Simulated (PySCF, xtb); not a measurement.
C4H10Si2, SMILES C[Si@H]1C=CC[SiH2]1.

GFN2-xTB in xtb at its own geometry gives an orbital gap of 3.64 eV and a dipole moment of 0.27 D.

Coordinates come from a PBE0-D3(BJ)/def2-SVP optimisation. The structure was generated by enumeration; whether it is a known compound was not checked. One conformer was computed; it need not be the lowest.

### Question
What does CAM-B3LYP/def2-TZVP (PySCF) give? (The exact figures need the calculation; the answer reports its results.)

### Answer
gap 9.47 eV (levels -8.63 and 0.83 eV), dipole 0.78 D.
